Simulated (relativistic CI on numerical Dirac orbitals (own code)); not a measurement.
**Hyperfine structure of Sm26+, mass number 149**

Method of calculation: Dirac-Coulomb-Breit CI, separate exchange-only KLI orbitals for each configuration, model QED (radiative potential, 1s self-energy scaled to tabulated hydrogen-like ionisation energies), unscaled Slater integrals (own radial code, finite nucleus).

Configurations in the expansion (outside the closed core [Ar] 3d10): 4s2.4p6, 4s2.4p5.4d, 4s.4p6.4d, 4s2.4p5.4f, 4s.4p6.4f, 4s2.4p5.5s, 4s2.4p5.5p, 4p6.4d.4f, 4p6.4d2, 4p5.4d3, 4p5.4d2.4f, 4p5.4d2.5s, 4p5.4d2.5p, 4p6.4f2, 4p5.4d.4f2, 4p5.4f3, 4p5.4f2.5s, 4p5.4f2.5p. Double excitations out of closed p, d and f shells are left out; levels of such configurations are missing from the list, as are those of other unlisted configurations, and high levels can miss mixing partners.

Nuclear spin I = 7/2, μ = -0.6677 μN, Q = 0.075 b (tables of Stone and Pyykkö). The electronic factors are computed for point nuclear moments, without core polarisation or the Bohr-Weisskopf and QED corrections.

```tsv
Level	E (eV)	A (MHz)	B (MHz)
4s2.4p5.4d 3P°_1	109.566	-2461	844
4s2.4p5.4d 3F°_3	112.544	-3655	-3270
4s2.4p5.4d 3D°_2	113.482	-3431	-416
4s2.4p5.4d 3F°_4	116.744	-2464	-3040
4s2.4p5.4d 3D°_3	123.128	-2138	1370
4s2.4p5.4d 3D°_1	132.464	1582	541
4s2.4p5.4d 3F°_2	145.722	-10560	1210
4s2.4p5.4d 1P°_1	167.218	5394	41.6
```

Levels with J = 0, under 50 % of one LS term, or S terms without an open s electron are left out. Small factors come from cancelling terms and can be off by tens of per cent or more.

At this charge energies of transitions that change n are usually good to better than 1 %, and those within a shell (Δn = 0) to a few per cent.

Give the hyperfine levels of 4s2.4p5.4d 3F°_3 relative to its centre of gravity.

With K = F(F + 1) − I(I + 1) − J(J + 1), E = AK/2 + B[¾K(K + 1) − I(I + 1)J(J + 1)]/[2I(2I − 1)J(2J − 1)]: F = 1/2: 47590, F = 3/2: 42690, F = 5/2: 34370, F = 7/2: 22400, F = 9/2: 6441, F = 11/2: -13920, F = 13/2: -39190 MHz.

LS names give the leading component of a level, which can be under half, so a name can repeat, a term be missing and a line seem to break the LS rules.
